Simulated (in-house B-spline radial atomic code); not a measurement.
## LDA exchange-only excitations of Al3+

Method: LDA exchange-only. Computed with an all-electron radial atomic-structure program (B-spline basis): linear response of the closed shell [He] 2s2 2p6 with the functional's adiabatic kernel; scalar-relativistic (spin-free one-electron X2C), finite nucleus, no spin-orbit coupling, no double excitations, S, P, D and F terms only. Only terms of natural parity with L up to 3 were computed.

Command:
```bash
python run_td.py task.json out
```
Settings (radii: box in bohr, nucleus in fm):
```
Z                        13
electrons                10
configuration            [He] 2s2 2p6
hamiltonian              x2c
method                   lda,
box_radius               23.08
rms_radius               3.061
intervals                74
```

Time taken, with all properties: 0.3 s on 1 thread of Arm Neoverse N1, on a shared host.

The lowest states, in the order of their Tamm-Dancoff energies; the method's threshold (minus the highest occupied level) is 102.14 eV. Labels give the largest channel, * marks a mixed state, and oscillator strengths are full-response dipole values. Semilocal kernels can invert the small singlet-triplet splittings of Rydberg terms. Energies in eV:

```
     state  full response  Tamm-Dancoff  oscillator strength
2p → 3s 3P          70.27         70.29                    -
2p → 3s 1P          71.11         71.13                0.195
2p → 3p 3S          76.64         76.68                    -
2p → 3p 3D          77.50         77.51                    -
2p → 3p 1D          78.06         78.06                    -
2p → 3p 1S          80.95         81.26                    -
2p → 3d 3P              ?             ?                    -
2p → 3d 3F          86.41         86.41                    -
2p → 3d 1F          86.59         86.59                    -
2p → 3d 1P          87.12         87.15                0.487
2p → 4s 3P          88.58         88.58                    -
2p → 4s 1P          88.78         88.78               0.0276
2p → 4p 3S          90.55         90.56                    -
2p → 4p 3D          90.76         90.77                    -
2p → 4p 1D          90.91         90.92                    -
2p → 4p 1S              ?             ?                    -
2p → 4d 3P          93.58         93.58                    -
2p → 4d 3F          93.63         93.64                    -
2p → 4d 1F          93.71         93.71                    -
2p → 4d 1P          93.95         93.96                0.191
2p → 4f 3D          94.38         94.38                    -
2p → 4f 1D          94.39         94.39                    -
```

Q: Where does 2p → 4p 1S lie?

A: At 91.77 eV in full response, 91.87 eV in Tamm-Dancoff.

Q: Where does 2p → 3d 3P lie?

A: At 86.24 eV in full response, 86.24 eV in Tamm-Dancoff.

Q: How large is the singlet-triplet splitting of 2p → 3s (P terms) in Tamm-Dancoff?

A: 0.841 eV, from the unrounded values.

Q: What polarisabilities and dispersion coefficient does the method give?

A: Dipole 0.2868 bohr³, quadrupole 0.2491 bohr⁵, C6 0.2695 hartree·bohr⁶ for two such species.
